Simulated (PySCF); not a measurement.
Isomers of C6H12N2, mass 112.100 u with the commonest isotopes. Computed with PBE0-D3(BJ)/def2-SVP geometry optimisation, gas phase (PySCF 2.14.0). One conformer each, none proved a minimum here; rigid rotors.

**Question.** Order these by out-of-plane moment Σ m c² = (Ia + Ib − Ic)/2, largest first.
A. triethylenediamine, `C1CN2CCN1CC2`
B. `[CH2:1]=[CH:2][CH2:3][N:4]([CH3:5])/[N:6]=[CH:7]\[CH3:8]` with C1–C2–C3–N4 136°, C2–C3–N4–C5 85°, C3–N4–N6–C7 -50°
C. `[CH3:1][CH2:2][N:3]1[CH2:4][C@H:5]([CH3:6])[CH:7]=[N:8]1` with C1–C2–N3–C4 -69°, C2–N3–C4–C5 165°, N3–C4–C5–C6 93°, C4–C5–C7–N8 18°, C2–N3–N8–C7 -157°
D. `[CH3:1][CH2:2][CH2:3][N:4]1[CH2:5][CH2:6][CH:7]=[N:8]1` with C1–C2–C3–N4 177°, C2–C3–N4–C5 70°, C3–N4–C5–C6 160°, N4–C5–C6–C7 -23°, C5–C6–C7–N8 15°, C3–N4–N8–C7 -153°

**Answer.** A (94.00 u·Å²), B (38.51 u·Å²), C (35.78 u·Å²), D (12.66 u·Å²).

**Question.** Order these by rotational constant B, largest first.
A. `[CH3:1][CH2:2][N:3]1[CH2:4][C@H:5]([CH3:6])[CH:7]=[N:8]1` with C1–C2–N3–C4 -69°, C2–N3–C4–C5 165°, N3–C4–C5–C6 93°, C4–C5–C7–N8 18°, C2–N3–N8–C7 -157°
B. `[CH3:1][CH2:2][CH2:3][N:4]1[CH2:5][CH2:6][CH:7]=[N:8]1` with C1–C2–C3–N4 177°, C2–C3–N4–C5 70°, C3–N4–C5–C6 160°, N4–C5–C6–C7 -23°, C5–C6–C7–N8 15°, C3–N4–N8–C7 -153°
C. `[CH2:1]=[CH:2][CH2:3][N:4]([CH3:5])/[N:6]=[CH:7]\[CH3:8]` with C1–C2–C3–N4 136°, C2–C3–N4–C5 85°, C3–N4–N6–C7 -50°
D. triethylenediamine (`C1CN2CCN1CC2`)

**Answer.** D (2533 MHz), C (1987 MHz), A (1347 MHz), B (1059 MHz).

**Question.** Order these by dipole moment, largest first.
A. `[CH2:1]=[CH:2][CH2:3][N:4]([CH3:5])/[N:6]=[CH:7]\[CH3:8]` with C1–C2–C3–N4 136°, C2–C3–N4–C5 85°, C3–N4–N6–C7 -50°
B. `C1CN2CCN1CC2` (triethylenediamine)
C. `[CH3:1][CH2:2][N:3]1[CH2:4][C@H:5]([CH3:6])[CH:7]=[N:8]1` with C1–C2–N3–C4 -69°, C2–N3–C4–C5 165°, N3–C4–C5–C6 93°, C4–C5–C7–N8 18°, C2–N3–N8–C7 -157°

**Answer.** C (1.92 D), A (1.55 D), B (0.00 D).

| SMILES | point group | Ia (u·Å²) | Ib (u·Å²) | Ic (u·Å²) | κ | μa (D) | μb (D) | μc (D) |
| --- | --- | --- | --- | --- | --- | --- | --- | --- |
| C=CCN(C)/N=C\C | C1 | 233.66 | 254.40 | 411.04 | 0.62 | 1.14 | 0.19 | 1.03 |
| C1CN2CCN1CC2 | D3h | 188.04 | 199.53 | 199.57 | -0.99 | 0.00 | 0.00 | 0.00 |
| CCN1C[C@H](C)C=N1 | C1 | 105.70 | 375.16 | 409.30 | -0.94 | 0.49 | 1.61 | 0.92 |
| CCCN1CCC=N1 | C1 | 81.76 | 477.38 | 533.81 | -0.96 | 0.10 | 1.93 | 0.44 |
